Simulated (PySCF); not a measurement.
aminosilylcyclopropane (C₃H₉NSi), SMILES N[SiH2]C1CC1.

Geometry: B3LYP-D3(BJ)/def2-SVP. The values are those of a single conformer.

Computed with TDDFT-PBE0/def2-SVPD (PySCF).

Vertical excitations. The molecule is in vacuum.

| state | energy (eV) | λ (nm) | f | main pairs |
|---|---|---|---|---|
| S1 | 6.21 | 200 | 0.034 | HOMO→LUMO 97 % |
| S2 | 7.17 | 173 | 0.003 | HOMO→LUMO+1 94 % |
| S3 | 7.52 | 165 | 0.024 | HOMO→LUMO+2 49 %, HOMO−1→LUMO 43 % |
| S4 | 7.55 | 164 | 0.013 | HOMO−1→LUMO 47 %, HOMO→LUMO+2 43 % |
| S5 | 7.65 | 162 | 0.029 | HOMO→LUMO+3 89 % |
| S6 | 7.77 | 159 | 0.040 | HOMO→LUMO+4 75 % |
| S7 | 7.90 | 157 | 0.008 | HOMO→LUMO+5 53 %, HOMO→LUMO+6 26 % |
| S8 | 7.97 | 156 | 0.021 | HOMO−2→LUMO 73 % |
| S9 | 8.03 | 154 | 0.010 | HOMO−1→LUMO+1 91 % |
| S10 | 8.16 | 152 | 0.033 | HOMO→LUMO+7 42 %, HOMO−2→LUMO 18 %, HOMO→LUMO+5 17 %, HOMO→LUMO+6 8 % |
| T1 | 5.86 | 212 | 0 | HOMO→LUMO 94 % |
| T2 | 6.99 | 177 | 0 | HOMO→LUMO+1 81 % |
| T3 | 7.31 | 170 | 0 | HOMO−1→LUMO 79 % |
| T4 | 7.36 | 168 | 0 | HOMO→LUMO+2 43 %, HOMO→LUMO+4 33 %, HOMO→LUMO+1 7 % |
Triplets are in the Tamm–Dancoff approximation, which puts them higher than full response would, so one can lie above its singlet here.
